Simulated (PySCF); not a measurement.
Compound: C5H9NO.
Cartesian coordinates in Å at the GFN2-xTB level; atoms count from 1:
```xyz
16
C5H9NO angstrom
C      2.8237    0.6211    0.0683
C      1.6121   -0.2479    0.0583
C      0.4181    0.1176    0.4945
C     -0.7923   -0.7637    0.4847
N     -1.8793   -0.1555   -0.2610
C     -3.0687    0.1258    0.2977
O     -3.3789   -0.1106    1.4381
H      3.5925    0.1828    0.7041
H      2.5900    1.6160    0.4377
H      3.2361    0.7035   -0.9370
H      1.7608   -1.2495   -0.3269
H      0.2579    1.1140    0.8839
H     -0.5515   -1.7421    0.0546
H     -1.1736   -0.9035    1.5012
H     -1.6959    0.0959   -1.2189
H     -3.7586    0.6051   -0.4233
```

The closed-shell SCF was solved with PySCF and density fitting under several settings on one GFN2-xTB geometry (grid level 2 and gas phase unless stated).

| settings | basis functions | SCF cycles | E (Eh) | HOMO (eV) | LUMO (eV) | dipole (D) |
| --- | --- | --- | --- | --- | --- | --- |
| CAM-B3LYP/6-31G*, grid level 4 | 116 | 14 | -325.7348 | -8.16 | 1.91 | 4.03 |
| KT2/def2-SVP, start guess atom, energy threshold 1e-08 Eh | 143 | 12 | -331.0612 | -5.67 | -0.64 | 3.87 |
| wB97X-D/pcSseg-1, grid level 4 | 164 | 14 | -325.7711 | -9.01 | 2.04 | 4.23 |

Q: Estimate the row for these settings: PBE0/Sadlej pVTZ, IEF-PCM chloroform, grid level 1.

A: 
```
                                          settings  basis functions  SCF cycles     E (Eh)  HOMO (eV)  LUMO (eV)  dipole (D)
PBE0/Sadlej pVTZ, IEF-PCM chloroform, grid level 1              249          11  -325.6168      -7.07       0.06        5.12
```

Q: Over all rows, what range does the HOMO–LUMO gap span?

A: From 5.03 eV (KT2/def2-SVP, start guess atom, energy threshold 1e-08 Eh) to 11.05 eV (wB97X-D/pcSseg-1, grid level 4). The functional of the narrowest has no exact exchange, that of the widest range-separated exact exchange.

Whole jobs, the steps after the SCF included, on one thread, Intel Xeon Platinum 8488C (x86_64), no GPU, on a shared host:

```csv
settings,work after the SCF,wall time,peak memory
"CAM-B3LYP/6-31G*, grid level 4","shieldings, charges and field gradients",31 s,0.62 GiB
"KT2/def2-SVP, start guess atom, energy threshold 1e-08 Eh",shieldings,18 s,0.62 GiB
"wB97X-D/pcSseg-1, grid level 4",shieldings,41 s,0.81 GiB
"PBE0/Sadlej pVTZ, IEF-PCM chloroform, grid level 1","spin–spin couplings from 15 perturbed nuclei, spin–dipole term for 1 of them",52 s,1.0 GiB
```

wB97X-D ran without the empirical dispersion term, which would shift the total energy alone. Cycle counts include a coarse-grid stage where the run had one. All basis functions are spherical, in the Pople sets too. KT2 was designed for NMR shieldings or shifts; total energies of different functionals aren't comparable. The structure is a single GFN2-xTB conformer; no vibrational corrections.
